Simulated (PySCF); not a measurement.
Structure problem from calculated spectra and properties.

Formula: C6H6O2S.

| Item | Value |
| --- | --- |
| Triplet | lowest triplet excitation (Tamm–Dancoff): 3.78 eV [TDA CAM-B3LYP/def2-SVPD] |
| Rotational structure | rotational constants A, B, C: 4.104, 0.806, 0.677 GHz [PBE0-D3(BJ)/def2-SVP] |
| Dipole | 2.37 D [CAM-B3LYP/def2-SVPD] |
| 1H NMR | chemical shifts (computed TMS as zero) by class: 8.20 (1 H), 7.00 (1 H), 6.92 (1 H), 2.18 (3 H) ppm [GIAO PBE0/pcSseg-1] |
| 13C NMR | chemical shifts (computed TMS as zero) by class: 170.6 (1 C), 152.7 (1 C), 130.2 (1 C), 125.0 (1 C), 117.6 (1 C), 22.6 (1 C) ppm [GIAO PBE0/pcSseg-1] |
| NMR, other nuclei | isotropic shieldings of nuclei other than C and H, by class: -124 (1 O), 92 (1 O), 306 (1 S) ppm [GIAO PBE0/pcSseg-1] |
| UV, strongest line | among the 10 lowest singlet transitions: S5 at 6.37 eV (195 nm, f = 0.365) [TDDFT CAM-B3LYP/def2-SVPD] |
| Polarisability | 93.8 au [CAM-B3LYP/def2-SVPD] |
| Valence photoelectron | vertical ionisation energy: 8.76 eV [ΔSCF CAM-B3LYP/def2-SVPD] |

The electronic properties come from PySCF, for the isolated species, density fitting. Levels stand in brackets. Geometry: PBE0-D3(BJ)/def2-SVP, one conformer, isolated molecule. NMR values are class means; diastereotopic atoms form classes of their own.

Question: Propose a structure and show how it fits.

Answer: Numbering: `[CH3:1][C:2](=[O:3])[O:4][c:5]1[cH:6][cH:7][s:8][cH:9]1`. Its formula, C6H6O2S, gives 4 degrees of unsaturation: 1 ring and 3 π bonds in the structure found (Kekulé form). 6 carbons fall into 6 classes; from least to most shielded: ester carbonyl carbon [C2] (170.6 ppm), aromatic carbon bearing oxygen [C5] (152.7 ppm), aromatic CH next to a ring sulfur [C7] (130.2 ppm), aromatic CH carbon [C6] (125.0 ppm), aromatic CH next to a ring sulfur [C9] (117.6 ppm), methyl carbon next to a carbonyl [C1] (22.6 ppm). Hydrogen classes from least to most shielded: 1 H on an aromatic CH next to a ring sulfur, C9 (8.20 ppm), 1 H on an aromatic CH next to a ring sulfur, C7 (7.00 ppm), 1 H on an aromatic CH carbon, C6 (6.92 ppm), 3 H on a methyl carbon next to a carbonyl, C1 (2.18 ppm, a mean of values up to 0.5 ppm apart in this geometry). The other shieldings belong to: -124 ppm, ester carbonyl oxygen [O3]; 92 ppm, ester single-bonded oxygen [O4]; 306 ppm, thiophene-type sulfur [S8]. The first electron is taken from the HOMO, whose largest Löwdin shares are 0.23 on an aromatic CH next to a ring sulfur, 0.21 on the aromatic carbon bearing oxygen, 0.17 on the thiophene-type sulfur and 0.16 on an aromatic CH next to a ring sulfur. By its constants the optimised geometry is an asymmetric top. Structure: `CC(=O)Oc1ccsc1`. Computed isomers that give other values at the same levels: `c1scc2c1OCCO2` (13C chemical shifts (computed TMS as zero) by class: 145.8 (2 C), 106.9 (2 C), 64.6 (2 C) ppm); `COC(=O)c1cccs1` (rotational constant A: 3.356 GHz; this holds for the one conformer computed); `COC(=O)c1ccsc1` (13C chemical shifts (computed TMS as zero) by class: 166.1 (1 C), 142.9 (1 C), 137.9 (1 C), 133.0 (1 C), 132.8 (1 C), 51.9 (1 C) ppm). The assignments are read from this structure; whether some other isomer fits the data as well wasn't checked.

Conformer computed: `[CH3:1][C:2](=[O:3])[O:4][c:5]1[cH:6][cH:7][s:8][cH:9]1`: C1–C2–O4–C5 179°, C2–O4–C5–C6 180°.
